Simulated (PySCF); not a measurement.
Computed shifts of a molecule C₃H₈F₂Si, KT2/pcSseg-1 in PySCF, GIAO, gas phase, equivalent atoms averaged, in ppm (number of nuclei): ²⁹Si: 9.9 (1). ¹⁹F: -180.4 (1), -189.0 (1). ¹³C: 25.1 (1), 24.2 (1), 22.2 (1). ¹H: 5.95 (1), 2.33 (1), 2.21 (1), 1.73 (1), 1.60 (3), 1.20 (1). References: ²⁹Si against TMS (σ = 361.9 ppm); ¹⁹F against CFCl3 (σ = 127.1 ppm); ¹³C against TMS (σ = 185.1 ppm); ¹H against TMS (σ = 31.47 ppm), references at their B3LYP-D3(BJ)/def2-TZVP geometries, non-relativistic. Geometry: PBE-D3(BJ)/def2-SVP. The values are those of a single conformer.

Pick the molecule that these values belong to.
(A) CC[SiH2]C(F)F
(B) CC[C@@H](F)[SiH2]F
(C) CCC[SiH](F)F
(D) C[SiH2]C(C)(F)F

C, CCC[SiH](F)F
